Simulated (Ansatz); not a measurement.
Ansatz (a first-principles code) input (B3LYP-D3(BJ)/def2-TZVP):

Ansatz 0.2 input:
```yaml
crystal:
  periodic: [false, false, false]
  atoms:
    - {symbol: Nb, position_ang: [-0.00000000, -0.00000000, -0.67651132]}
    - {symbol: Cl, position_ang: [0.00000000, 0.00000000, 1.63158612]}
basis:
  gaussian:
    orbitals: def2-TZVP
hamiltonian:
  xc: b3lyp
  dispersion: d3bj
magnetization: {spin_polarized: true, initial_magnetization: 4}
phonons: {temperatures: {t_min: 298.15, t_max: 298.15, t_step: 100}}
```

Output:

```
Functional definition: B3LYP
integrals: 0.02 GiB planned
634 factors; their error is unknown
mean field: 0.26 GiB planned
mean field evaluation 1: about -14071.3133 eV, gradient 1.7e1 eV
mean field evaluation 2: about -14070.9516 eV, gradient 2.0e1 eV
mean field evaluation 4: about -14072.8841 eV, gradient 2.2e0 eV
mean field evaluation 8: about -14072.9596 eV, gradient 9.5e-2 eV
mean field evaluation 16: about -14072.9598 eV, gradient 5.7e-5 eV
mean field evaluation 32: about -14072.5186 eV, gradient 3.2e0 eV
mean field -14072.95984956 eV, -517.1717354764 hartree, gradient 6.2e-6 eV, S^2 6.006383; 3 other end points of the search recorded, 0 dependent functions left out
the calculation of the forces begins
reference -14072.96004342 eV, -517.1717426007 hartree; 17, 13 occupied and 60, 64 virtual orbitals, 634 factors
these checks for a lower state are left out or cut short: stability, starts, cluster_reference, orbital_swaps, neighbouring_geometries, increment
integrals: 0.02 GiB planned
634 factors; their error is unknown
mean field: 0.26 GiB planned
mean field -14072.95984955 eV, -517.1717354763 hartree, gradient 1.4e-6 eV, S^2 6.006383; 0 other end points of the search recorded, 0 dependent functions left out
the calculation of the forces begins
reference -14072.96004341 eV, -517.1717426006 hartree; 17, 13 occupied and 60, 64 virtual orbitals, 634 factors
these checks for a lower state are left out or cut short: stability, starts, cluster_reference, orbital_swaps, neighbouring_geometries, increment
integrals: 0.02 GiB planned
634 factors; their error is unknown
mean field: 0.26 GiB planned
mean field -14072.95984955 eV, -517.1717354763 hartree, gradient 1.4e-6 eV, S^2 6.006383; 0 other end points of the search recorded, 0 dependent functions left out
the calculation of the forces begins
reference -14072.96004341 eV, -517.1717426006 hartree; 17, 13 occupied and 60, 64 virtual orbitals, 634 factors
these checks for a lower state are left out or cut short: stability, starts, cluster_reference, orbital_swaps, neighbouring_geometries, increment
integrals: 0.02 GiB planned
634 factors; their error is unknown
mean field: 0.26 GiB planned
mean field -14072.95984955 eV, -517.1717354763 hartree, gradient 2.1e-6 eV, S^2 6.006383; 0 other end points of the search recorded, 0 dependent functions left out
the calculation of the forces begins
reference -14072.96004341 eV, -517.1717426006 hartree; 17, 13 occupied and 60, 64 virtual orbitals, 634 factors
these checks for a lower state are left out or cut short: stability, starts, cluster_reference, orbital_swaps, neighbouring_geometries, increment
integrals: 0.02 GiB planned
634 factors; their error is unknown
mean field: 0.26 GiB planned
mean field evaluation 64: about -14072.9598 eV, gradient 2.1e-6 eV
mean field -14072.95984955 eV, -517.1717354763 hartree, gradient 2.1e-6 eV, S^2 6.006383; 0 other end points of the search recorded, 0 dependent functions left out
the calculation of the forces begins
reference -14072.96004341 eV, -517.1717426006 hartree; 17, 13 occupied and 60, 64 virtual orbitals, 634 factors
these checks for a lower state are left out or cut short: stability, starts, cluster_reference, orbital_swaps, neighbouring_geometries, increment
integrals: 0.02 GiB planned
634 factors; their error is unknown
mean field: 0.26 GiB planned
mean field -14072.95981178 eV, -517.1717340882 hartree, gradient 1.3e-6 eV, S^2 6.006376; 0 other end points of the search recorded, 0 dependent functions left out
the calculation of the forces begins
reference -14072.96000562 eV, -517.1717412117 hartree; 17, 13 occupied and 60, 64 virtual orbitals, 634 factors
these checks for a lower state are left out or cut short: stability, starts, cluster_reference, orbital_swaps, neighbouring_geometries, increment
integrals: 0.02 GiB planned
634 factors; their error is unknown
mean field: 0.26 GiB planned
mean field -14072.95980109 eV, -517.1717336952 hartree, gradient 1.4e-6 eV, S^2 6.006391; 0 other end points of the search recorded, 0 dependent functions left out
the calculation of the forces begins
reference -14072.95999497 eV, -517.1717408203 hartree; 17, 13 occupied and 60, 64 virtual orbitals, 634 factors
these checks for a lower state are left out or cut short: stability, starts, cluster_reference, orbital_swaps, neighbouring_geometries, increment
integrals: 0.02 GiB planned
634 factors; their error is unknown
mean field: 0.26 GiB planned
mean field -14072.95984955 eV, -517.1717354763 hartree, gradient 1.4e-6 eV, S^2 6.006383; 0 other end points of the search recorded, 0 dependent functions left out
the calculation of the forces begins
reference -14072.96004341 eV, -517.1717426006 hartree; 17, 13 occupied and 60, 64 virtual orbitals, 634 factors
these checks for a lower state are left out or cut short: stability, starts, cluster_reference, orbital_swaps, neighbouring_geometries, increment
integrals: 0.02 GiB planned
634 factors; their error is unknown
mean field: 0.26 GiB planned
mean field -14072.95984955 eV, -517.1717354763 hartree, gradient 1.4e-6 eV, S^2 6.006383; 0 other end points of the search recorded, 0 dependent functions left out
the calculation of the forces begins
reference -14072.96004341 eV, -517.1717426006 hartree; 17, 13 occupied and 60, 64 virtual orbitals, 634 factors
these checks for a lower state are left out or cut short: stability, starts, cluster_reference, orbital_swaps, neighbouring_geometries, increment
integrals: 0.02 GiB planned
634 factors; their error is unknown
mean field: 0.26 GiB planned
mean field evaluation 96: about -14072.9598 eV, gradient 4.8e-2 eV
mean field -14072.95984955 eV, -517.1717354763 hartree, gradient 2.1e-6 eV, S^2 6.006383; 0 other end points of the search recorded, 0 dependent functions left out
the calculation of the forces begins
reference -14072.96004341 eV, -517.1717426006 hartree; 17, 13 occupied and 60, 64 virtual orbitals, 634 factors
these checks for a lower state are left out or cut short: stability, starts, cluster_reference, orbital_swaps, neighbouring_geometries, increment
integrals: 0.02 GiB planned
634 factors; their error is unknown
mean field: 0.26 GiB planned
mean field -14072.95984955 eV, -517.1717354763 hartree, gradient 2.1e-6 eV, S^2 6.006383; 0 other end points of the search recorded, 0 dependent functions left out
the calculation of the forces begins
reference -14072.96004341 eV, -517.1717426006 hartree; 17, 13 occupied and 60, 64 virtual orbitals, 634 factors
these checks for a lower state are left out or cut short: stability, starts, cluster_reference, orbital_swaps, neighbouring_geometries, increment
integrals: 0.02 GiB planned
634 factors; their error is unknown
mean field: 0.26 GiB planned
mean field -14072.95980109 eV, -517.1717336952 hartree, gradient 1.4e-6 eV, S^2 6.006391; 0 other end points of the search recorded, 0 dependent functions left out
the calculation of the forces begins
reference -14072.95999497 eV, -517.1717408203 hartree; 17, 13 occupied and 60, 64 virtual orbitals, 634 factors
these checks for a lower state are left out or cut short: stability, starts, cluster_reference, orbital_swaps, neighbouring_geometries, increment
integrals: 0.02 GiB planned
634 factors; their error is unknown
mean field: 0.26 GiB planned
mean field -14072.95981178 eV, -517.1717340882 hartree, gradient 1.3e-6 eV, S^2 6.006376; 0 other end points of the search recorded, 0 dependent functions left out
the calculation of the forces begins
reference -14072.96000562 eV, -517.1717412117 hartree; 17, 13 occupied and 60, 64 virtual orbitals, 634 factors
Total energy: -14073.06180306 eV, -517.1754821984 hartree
Atom 0 at    -0.000000    -0.000000    -0.676511 Å, force    -0.000000    -0.000000     0.000193 eV/Å
Atom 1 at     0.000000     0.000000     1.631586 Å, force     0.000000     0.000000    -0.000193 eV/Å
Dipole moment:     0.000000     0.000000    -0.760152 e Å
Vibrations: 382.57 cm⁻¹, zero-point energy 0.023716 eV
```

The spin state was set by rule; other spins were not relaxed.
